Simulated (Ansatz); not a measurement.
CH₅NS₂Sn, SMILES `[NH2][SnH]1[S]C[S]1`, charge 0, multiplicity 1.

**Question.** Give a relaxed structure at PBE0-D4/def2-TZVP (the Gaussian-basis code of Ansatz). (Best estimate.)

**Answer.** The calculation gave: 
Cartesian coordinates in Å:
```
N -1.419 -0.478 1.817
Sn -0.970 0.058 -0.063
S 0.655 -1.389 -1.055
C 1.688 0.117 -1.192
S 0.858 1.573 -0.458
H -0.645 -0.476 2.467
H -2.215 -0.014 2.233
H -2.466 0.349 -0.830
H 2.631 -0.055 -0.674
H 1.885 0.316 -2.245
```
This is one stationary point; other conformers may exist.
